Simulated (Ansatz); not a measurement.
Cost and result for the atomization energy of CH6BNO2 (`NCB(O)O`) (11 atoms, 10 bonds).

```xyz
11

N    -0.7123   -1.0795    0.8484
C    -0.7981    0.0422   -0.0975
B     0.6583    0.5811   -0.4002
O     0.8840    1.4291   -1.4407
O     1.6739    0.1964    0.4178
H    -1.5876   -1.2280    1.3325
H    -0.5044   -1.9399    0.3569
H    -1.3425    0.8596    0.3899
H    -1.3610   -0.1802   -1.0134
H     1.8034    1.7067   -1.4843
H     1.2864   -0.3875    1.0906
```

Total charge 0; spin multiplicity 1. All single points use the PBE0-D4/def2-TZVP geometry. It is one conformer, not always the lowest. Program: Ansatz. All runs use 4 threads of an AMD EPYC 9B45 on a shared host. Times are those of one run each, without the atoms' runs, and a repeat can differ threefold. Electronic energies, without spin–orbit coupling; frozen cores. CCSD(T)/CBS adds CCSD(T) − MP2 in def2-TZVPP to the MP2 limit, and its time is that of the two runs behind it. T1 = 0.012. B3LYP takes the VWN-RPA correlation (the form of Gaussian; ORCA's B3LYP/G).

CCSD(T)/CBS is a level of theory with its own doubt, some kJ/mol a heavy atom from the limit and from the frozen cores, so smaller differences don't rank the functionals.

| level | functions | wall time | atomization (kJ/mol) | difference from CCSD(T)/CBS | per bond |
| --- | --- | --- | --- | --- | --- |
| PBE-D4/def2-TZVPP (with forces) | 239 | 0.85 s | 4536.0 | 110.9 | 11.1 |
| PBE0-D4/def2-TZVPP | 239 | 0.85 s | 4429.8 | 4.7 | 0.5 |
| r2SCAN-D4/def2-TZVPP (with forces) | 239 | 1.3 s | 4431.9 | 6.8 | 0.7 |
| B3LYP-D4/def2-TZVPP (with forces) | 239 | 1.3 s | 4430.8 | 5.7 | 0.6 |
| B2PLYP/def2-TZVPP | 239 | 1.6 s | 4389.1 | -36.0 | -3.6 |
| ωB97X-V/def2-TZVPP | 239 | 2.1 s | 4429.9 | 4.8 | 0.5 |
| ωB97M-V/def2-TZVPP (with forces) | 239 | 2.9 s | 4449.1 | 24.0 | 2.4 |
| MP2/def2-QZVPP | 465 | 6.5 s | 4475.7 | 50.6 | 5.1 |
| CCSD(T)/def2-TZVPP | 239 | 34 s | 4303.2 | -121.9 | -12.2 |
| CCSD(T)/CBS(def2) | – | 41 s | 4425.1 | 0.0 | 0.0 |

The D4 term adds +26.9 kJ/mol with B3LYP and +14.0 kJ/mol with PBE0; it sums over pairs of atoms, weighted by their polarisabilities, and B3LYP, whose exchange is more repulsive, gets the larger term. From PBE to PBE0 (25 % exact exchange), in def2-TZVPP and without D4, the atomization energy moves by −103.4 kJ/mol: exact exchange takes away binding that semilocal exchange gives to molecules. In def2-TZVPP, CCSD(T) changes the Hartree–Fock value by +1157.7 kJ/mol (the triples alone add +67.5 kJ/mol) and MP2 by +1258.1 kJ/mol; breaking electron pairs costs correlation energy, which Hartree–Fock lacks.
